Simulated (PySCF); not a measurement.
Excitations are Tamm–Dancoff values on a coarser integration grid. The basis has no diffuse functions, so Rydberg states are missing or too high.

Cartesian coordinates (Å):
SMILES: [SH][AlH][SH]
```xyz
6

S      1.8944    -0.1385    -0.3131
Al    -0.0078     0.8369     0.1333
S     -1.8906    -0.2632     0.2492
H      1.3621    -1.3683    -0.4216
H     -0.0222     2.3891     0.3803
H     -1.3359    -1.4561    -0.0281
```
Charge 0, spin multiplicity 1.

Problem. Predict the S1 oscillator strength, S1–T1 gap (TDA), dipole moment, T1 excitation (TDA), S1 excitation (TDA), brightest of the four lowest singlets (TDA), total energy and LUMO from r2SCAN-D4/def2-TZVP run with PySCF.

Solution. 
```
Quantity                                             Value
-------------------------------------------  -------------
S1 oscillator strength                               0.077
S1–T1 gap (TDA)                                    0.86 eV
dipole moment                                       1.00 D
T1 excitation (TDA)                                4.88 eV
S1 excitation (TDA)                                5.73 eV
brightest of the four lowest singlets (TDA)        5.73 eV
total energy                                 -1040.6542 Ha
LUMO                                              -1.48 eV
```
